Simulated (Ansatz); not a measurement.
H2Pb (SMILES [PbH2]) at its CCSD(T)/def2-TZVPP minimum, average atomic masses, point group C2v.
(charge 0, multiplicity 1):
```xyz
3

Pb     0.002     0.000     0.012
H     -0.190    -1.306    -1.299
H     -0.159     1.340    -1.267
```

Frozen-core correlation. Filled d and f shells under p-block atoms count as core.

The values were computed with Ansatz (Gaussian orbitals). Values without a source in brackets are computed. In def2 rows elements past Kr take small-core potentials, without spin–orbit coupling.

Harmonic frequencies (cm⁻¹): 732 1589 1594.

Work out the rotational constants, the zero-point energy, and the ideal-gas entropy and heat capacity at 298.15 K and 1 bar (rigid rotor, harmonic oscillator).


Principal moments 3.413, 3.530, 6.942 u Å² give 16.8576/I = 4.940, 4.776, 2.428 cm⁻¹. Zero point: Σω/2 = 1958 cm⁻¹ = 5.60 kcal/mol. Translation R(1.5 ln M + 2.5 ln T − 1.1517) with M = 209.216 u: 175.50 J/(mol K). Rotation with σ = 2: q = 349.3, S = R(ln q + 3/2) = 61.16. Vibration, summed over R(u/(eᵘ − 1) − ln(1 − e⁻ᵘ)) with u = 1.43878ω/T: 1.20, of which the lowest mode gives 1.13. S° = 237.9 J/(mol K); C_p = 4R + 3.67 = 36.93 J/(mol K).

Ansatz is a program for electronic structure.
